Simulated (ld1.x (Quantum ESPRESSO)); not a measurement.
**Plane-wave convergence, RRKJ potential for Ag**

ld1.x (Quantum ESPRESSO) 7.5 input, shortened:

```
&input
   title='Ag', zed=47., rel=1, dft='PBE', iswitch=3,
   config='[Kr] 4d10 5s0 5p0'
 /
 &inputp
   pseudotype=2, tm=.false., lloc=0,
   nlcc=.true.
 /
3
4P  2  1   6.00   0.00  1.60  1.60  0.0
4D  3  2  10.00   0.00  1.30  1.30  0.0
4S  1  0   2.00   0.00  1.50  1.50  0.0
 &test
   configts(1)='4s2 4p6 4d10 5s0 5p0'
 /
```

The pseudo-atom Hamiltonian at the reference potential is diagonalised in spherical Bessel functions j_l(qr) that vanish at 20 bohr, with q² up to the cutoff. All-electron valence levels (Ry): 4p -4.9115, 5p -0.4627, 4d -1.1494, 4s -7.5907, 5s -0.8295.

How do the lowest levels (Ry) of each channel move with the cutoff, and are there ghosts?

```tsv
cutoff (Ry)	p #1	p #2	d #1	s #1	s #2	s #3	f #1	f #2	Σ f·Δε (mRy)
8	-3.0945	-0.3423	-0.3006	-7.2614	-0.8028	-0.2072	-0.0464	0.0550	20048.9
15	-4.4497	-0.4240	-0.5548	-7.4872	-0.9399	-0.2339	-0.0464	0.0549	8924.1
25	-4.8605	-0.4715	-0.8944	-7.5185	-0.9735	-0.2417	-0.0464	0.0548	3000.9
40	-4.9109	-0.4921	-1.1032	-7.5836	-0.9766	-0.2421	-0.0464	0.0548	480.2
50	-4.9114	-0.4940	-1.1395	-7.5863	-0.9795	-0.2427	-0.0464	0.0548	108.6
70	-4.9114	-0.4942	-1.1492	-7.5886	-0.9804	-0.2429	-0.0464	0.0548	7.4
100	-4.9115	-0.4944	-1.1494	-7.5905	-0.9807	-0.2430	-0.0464	0.0548	1.4
140	-4.9115	-0.4944	-1.1494	-7.5906	-0.9808	-0.2430	-0.0464	0.0548	0.5
400	-4.9115	-0.4944	-1.1495	-7.5906	-0.9808	-0.2430	-0.0464	0.0548	0.0
```

Result: no extra level below or beside the all-electron valence levels (p, d, s, f tested); 10 mRy is reached at 70 Ry and 1 mRy at 110 Ry.

Its largest configuration-test error is +3836 meV.
